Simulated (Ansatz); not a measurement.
Cl$_{3}$HSTi (`[SH][Ti]([Cl])([Cl])[Cl]`), relaxed with RKS PBE0-D4/def2-TZVP in Ansatz from a PBE-D4/def2-SVP geometry. The force threshold is 0.005 eV/Å; the program also tests the step.

The species carries charge 0 and has multiplicity 1.

Start:

```xyz
6

S    -1.251   -0.067   -1.371
Ti    0.064   -0.042    0.476
Cl   -1.289   -0.432    2.126
Cl    1.597   -1.582    0.276
Cl    1.030    1.909    0.629
H    -0.151    0.213   -2.136
```

| step | energy (eV) | largest force (eV/Å) | largest move (Å) |
| --- | --- | --- | --- |
| 1 | -71521.7309 | 0.484 | 0.000 |
| 2 | -71521.7387 | 0.135 | 0.015 |
| 3 | -71521.7395 | 0.006 | 0.009 |
| 4 | -71521.7395 | 0.004 | 0.005 |

End:

```xyz
6

S    -1.240   -0.063   -1.362
Ti    0.069   -0.040    0.472
Cl   -1.287   -0.430    2.109
Cl    1.596   -1.574    0.283
Cl    1.032    1.901    0.639
H    -0.169    0.205   -2.140
```

Hardware: 4 threads of a server CPU on a shared host. Wall time 44 s, peak host memory 0.76 GiB.
